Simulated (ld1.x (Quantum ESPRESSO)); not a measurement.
## Configuration tests for thallium (Tl) (TM)

ld1.x (Quantum ESPRESSO) 7.5 input, shortened:

```
&input
   title='Tl', zed=81., rel=2, dft='PBE', iswitch=3,
   config='[Xe] 4f14 5d10 5f-2 6s2 6p1', rel_dist='average'
 /
 &inputp
   pseudotype=2, tm=.true., lloc=1,
   nlcc=.true.
 /
4
6S  1  0   2.00   0.00  2.10  2.10  0.0
5D  3  2  10.00   0.00  1.95  1.95  0.0
5F  4  3  -2.00   0.50  1.85  1.85  0.0
6P  2  1   1.00   0.00  2.05  2.05  0.0
 &test
   configts(1)='5d10 6s2 6p1'
 /
```

Open shells are filled in proportion to 2j + 1 (rel_dist='average').

Energies are relative to the spin-unpolarised reference configuration 5d10 6s2 6p1; without spin polarisation the order of configurations can differ from experiment. The p channel is local and has no spin–orbit splitting in the pseudo-atom.

```
valence configuration  charge  ΔE all-electron (eV)  error AE − PS (meV)
         5d10 6s2 6p0      +1                 5.273                 +183
         5d10 6s1 6p0      +2                26.058                 +242
         5d10 6s0 6p0      +3                56.199                 +275
          5d9 6s2 6p1      +1                21.206                 -165
          5d9 6s2 6p2       0                14.572                 -374
         5d10 6s1 6p1      +1                13.422                 +4.0
         5d10 6s0 6p3       0                14.954                 -365
```

These tests converged, but a pseudo level misses the all-electron one widely, so the file describes the atom poorly there or has found another state: 5d9 6s2 6p2: 6p by 1.1 eV; 5d10 6s0 6p3: 6p by 1.0 eV.

Note: ghost state, extra bound levels that the all-electron valence spectrum of the same l lacks: s at -49.3 eV. A true bound ghost makes a file unfit for plane-wave use. The potential misses its own reference levels by up to 0.8 eV.
